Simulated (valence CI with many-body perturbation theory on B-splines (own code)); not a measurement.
# Pt XLV: E2, M1, M2 decay

Level of theory: valence CI with perturbative core correlation (CI+MBPT): six valence electrons over a frozen Dirac-Fock core [Ar] 3d10, a basis of 9 s, 9 p, 8 d, 6 f, 3 g, 1 h functions for each j, with the one-electron correlation potential Σ1 (screened to all orders), the two-electron term Σ2, the three-electron term Σ3, Breit, model QED; selected single and double excitations, second order for the rest, scaled by the run's own slope (own B-spline code, finite nucleus).

The last digits are not significant, and no measured levels were compared; by estimate large intervals hold to a few tenths of a per cent, small ones and those within an open d or f shell to about a per cent. Among the levels kept, up to 670 cm⁻¹ of a level comes from second order outside the variational space, and about a tenth of that is noise between levels of different J, which matters for small intervals.

Lines 1 to 27 of 27 in falling wavelength, among levels below 2838400 cm⁻¹, chosen from the decays that carry over 1 % of a level's rate. Wavelengths and rates use the calculated energies. Electric multipoles are in the length gauge with retardation, E1 and E2 with the static RPA response of the core. M1 uses the relativistic operator with retardation. Weak lines are less certain than strong ones. Lines between different terms over intervals too small for the method are left out, as are lines whose strength nearly cancels.

Levels are named by their leading jj configuration (3d3/2^4 stands for four electrons in 3d with j = 3/2), which in mixed levels can hold well under half, so a name can repeat and another be missing. Letters in brackets count levels of one name in rising energy.

```tsv
λ vac (nm)	Upper	Lower	Type	A (s⁻¹)	Branch %
129.7	(4s^2 4p1/2^2 4p3/2^2) J=0	(4s^2 4p1/2^2 4p3/2^2) J=2	E2	6.36e+00	100.0
51.49	(4s^2 4p1/2^2 4p3/2 4d5/2) J=4	(4s^2 4p1/2^2 4p3/2 4d3/2) J=3	M1	8.85e+04	89.4
47.15	(4s^2 4p1/2 4p3/2^2 4d5/2) J=5	(4s^2 4p1/2 4p3/2^2 4d3/2) J=4	M1	1.04e+05	2.9
42.68	(4s^2 4p1/2 4p3/2^2 4d5/2) J=4 [b]	(4s^2 4p1/2 4p3/2^2 4d3/2) J=3 [a]	M1	7.39e+04	2.0
14.82	(4s^2 4p1/2 4p3/2^2 4d3/2) J=4	(4s^2 4p1/2^2 4p3/2 4d5/2) J=3	M1	5.77e+04	1.7
12.16	(4s^2 4p1/2 4p3/2^2 4d5/2) J=4 [a]	(4s^2 4p1/2^2 4p3/2 4d5/2) J=3	M1	4.30e+06	27.5
11.46	(4s^2 4p1/2 4p3/2^2 4d5/2) J=4 [b]	(4s^2 4p1/2^2 4p3/2 4d5/2) J=3	M1	1.18e+06	31.7
11.28	(4s^2 4p1/2 4p3/2^2 4d5/2) J=5	(4s^2 4p1/2^2 4p3/2 4d5/2) J=3	E2	1.32e+05	3.7
10.95	(4s^2 4p1/2 4p3/2^3) J=1	(4s^2 4p1/2^2 4p3/2^2) J=0	M1	4.91e+06	24.3
10.62	(4s^2 4p1/2 4p3/2^2 4d5/2) J=4 [a]	(4s^2 4p1/2^2 4p3/2 4d5/2) J=4	M1	1.09e+07	69.8
10.50	(4s^2 4p1/2 4p3/2^3) J=2	(4s^2 4p1/2^2 4p3/2^2) J=0	E2	1.64e+05	1.6
10.24	(4s^2 4p1/2 4p3/2^2 4d5/2) J=4 [b]	(4s^2 4p1/2^2 4p3/2 4d5/2) J=2	E2	2.62e+05	7.0
10.12	(4s^2 4p1/2 4p3/2^2 4d3/2) J=4	(4s^2 4p1/2^2 4p3/2 4d3/2) J=3	M1	2.64e+06	77.5
10.12	(4s^2 4p1/2 4p3/2^2 4d3/2) J=4	(4s^2 4p1/2^2 4p3/2 4d3/2) J=3	E2	4.57e+05	13.4
10.09	(4s^2 4p1/2 4p3/2^3) J=1	(4s^2 4p1/2^2 4p3/2^2) J=2	M1	1.47e+07	73.1
10.09	(4s^2 4p1/2 4p3/2^3) J=1	(4s^2 4p1/2^2 4p3/2^2) J=2	E2	5.13e+05	2.5
10.09	(4s^2 4p1/2 4p3/2^2 4d5/2) J=4 [b]	(4s^2 4p1/2^2 4p3/2 4d5/2) J=4	M1	1.78e+06	47.8
10.09	(4s^2 4p1/2 4p3/2^2 4d5/2) J=4 [b]	(4s^2 4p1/2^2 4p3/2 4d5/2) J=4	E2	3.09e+05	8.3
9.943	(4s^2 4p1/2 4p3/2^2 4d5/2) J=5	(4s^2 4p1/2^2 4p3/2 4d5/2) J=4	M1	2.86e+06	80.2
9.943	(4s^2 4p1/2 4p3/2^2 4d5/2) J=5	(4s^2 4p1/2^2 4p3/2 4d5/2) J=4	E2	4.49e+05	12.6
9.791	(4s^2 4p3/2^4) J=0	(4s^2 4p1/2 4p3/2^3) J=2	E2	2.44e+06	5.1
9.786	(4s^2 4p1/2 4p3/2^2 4d3/2) J=4	(4s^2 4p1/2^2 4p3/2 4d3/2) J=2	E2	2.18e+05	6.4
9.715	(4s^2 4p1/2 4p3/2^3) J=2	(4s^2 4p1/2^2 4p3/2^2) J=2	M1	9.17e+06	90.4
9.715	(4s^2 4p1/2 4p3/2^3) J=2	(4s^2 4p1/2^2 4p3/2^2) J=2	E2	8.06e+05	7.9
9.433	(4s^2 4p3/2^4) J=0	(4s^2 4p1/2 4p3/2^3) J=1	M1	3.96e+07	83.1
8.806	(4s^2 4p1/2 4p3/2^2 4d5/2) J=4 [a]	(4s^2 4p1/2^2 4p3/2 4d3/2) J=3	M1	2.15e+05	1.4
6.326	(4s^2 4p1/2^2 4p3/2 4d5/2) J=4	(4s^2 4p1/2^2 4p3/2^2) J=2	M2	1.04e+04	10.5
```
